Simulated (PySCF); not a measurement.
**Worked example: chemical shift, span and skew from a shielding tensor**

ClF₃H₂OSi₂, SMILES F[Si](F)(F)O[SiH2]Cl. Atoms are numbered in the order given.

```xyz
9

Si     1.0596    -0.6820     0.4626
F      1.5169    -1.8483     1.4508
F      1.5933    -1.0277    -1.0020
F      1.7506     0.6784     0.9354
O     -0.5518    -0.5556     0.4847
Si    -1.8952     0.2999     0.0064
Cl    -1.3134     1.7194    -1.3799
H     -2.8412    -0.6417    -0.6291
H     -2.4657     0.9850     1.1863
```

Geometry: B3LYP-D3(BJ)/def2-SVP. This is a generated structure with no PubChem entry under its InChIKey; it may be hypothetical. The values are those of a single conformer.

GIAO shieldings from PBE/pcSseg-1 (PySCF), non-relativistic, no solvent. The symmetric part of the tensor of Si6 has the principal values 331.3, 340.2, 364.7 ppm. The same nucleus in TMS has σ = 335.4 ppm at this level (PySCF, at its B3LYP-D3(BJ)/def2-TZVP geometry). Without spin–orbit terms, shifts of atoms bonded to Cl or Br come out too high.

Problem. Work out the isotropic shielding, the ²⁹Si shift against TMS, the span and the skew.

Solution. 
σ(iso) = (σ11 + σ22 + σ33)/3 = 345.4 ppm. δ = σ(ref) − σ(iso) = 335.4 − (345.4) = -10.0 ppm.
Span Ω = σ33 − σ11 = 33.4 ppm. Skew κ = 3(σ(iso) − σ22)/Ω = 0.47. Tumbling in solution averages the tensor to δ; in a static solid the shielding alone would spread this spin-1/2 line over Ω.
